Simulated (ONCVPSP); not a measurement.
# Before and after: ONCV potential for rhenium

```
Element                 : rhenium
Generator               : ONCVPSP 4.0.1
Type                    : optimised norm-conserving Vanderbilt (ONCV)
Functional              : PBE
Relativity              : scalar-relativistic
Frozen core             : [Kr] 4d10 4f14
Valence charge          : 15
Reference configuration : 5s2 5p6 5d4 (charge +3)
Partial waves           : 5s: rc 1.20 bohr, ncon 4, nbas 8, qcut 6 1/bohr, 2 projectors, debl 2.5 Ha; 5p: rc 1.75 bohr, ncon 4, nbas 8, qcut 9.3 1/bohr, 2 projectors, debl 2.8 Ha; 5d: rc 2.60 bohr, ncon 5, nbas 9, qcut 6.7 1/bohr, 2 projectors, debl 2.5 Ha
Local potential         : polynomial inside 1.15 bohr (lpopt 5, dvloc0 3 Ha)
Core correction         : none
```

In the s channel the program set the typed energies aside and used -4.227, 0.250 Ha. In the p channel the program set the typed energies aside and used -2.813, 0.250 Ha.

Change: functional PBEsol. In the s channel the program set the typed energies aside and used -4.229, 0.250 Ha. In the p channel the program set the typed energies aside and used -2.814, 0.250 Ha.

Cutoffs: the cutoffs (Ha) at which the residual kinetic energy of the hardest occupied pseudo-wave falls to 1 and 0.1 mHa per electron; they do not see the model core or the augmentation charge, which bear on the density cutoff. Errors are all-electron minus pseudo energies relative to the spin-unpolarised reference configuration.

Problem. What does the change do?

Solution. The potential gets neither clearly harder nor softer (110 Ha and 130 Ha → 110 Ha and 130 Ha); of the 4 tests that both files solve, the error grows in 0 and shrinks in 2 by more than 15 % and 0.3 meV (median size 21.6 → 17.7 meV); neither file shows a bound ghost.

| quantity | base | changed |
| --- | --- | --- |
| cutoff, loose | 110 Ha | 110 Ha |
| cutoff, tight | 130 Ha | 130 Ha |
| loose cutoff by channel | s 110 Ha, p 24 Ha, d 14 Ha | s 110 Ha, p 24 Ha, d 14 Ha |
| bound ghosts | none | none |
| GHOST(+) flags under 300 eV | s at 214.4 eV | s at 213.1 eV |
| error for 5s2 5p6 5d5 6s2, meV [ΔE -52.70 → -52.80 eV] | +33 | +25 |
| error for 5s2 5p6 5d5 6s1, meV [ΔE -43.45 → -43.50 eV] | +22 | +17 |
| error for 5s2 5p6 5d5, meV [ΔE -27.13 → -27.16 eV] | +10 | +8.7 |
| error for 5s2 5p6 5d5 6p2, meV [ΔE -42.82 → -42.83 eV] | +21 | +18 |
| s: phases at 1.22 bohr within 0.05 rad from the reference energy up to (Ha; the scan ends near 5) | to the end of the scan | to the end of the scan |
| p: phases at 1.77 bohr within 0.05 rad from the reference energy up to (Ha; the scan ends near 5) | to the end of the scan | to the end of the scan |
| d: phases at 2.65 bohr within 0.05 rad from the reference energy up to (Ha; the scan ends near 5) | 3.5 | 3.6 |
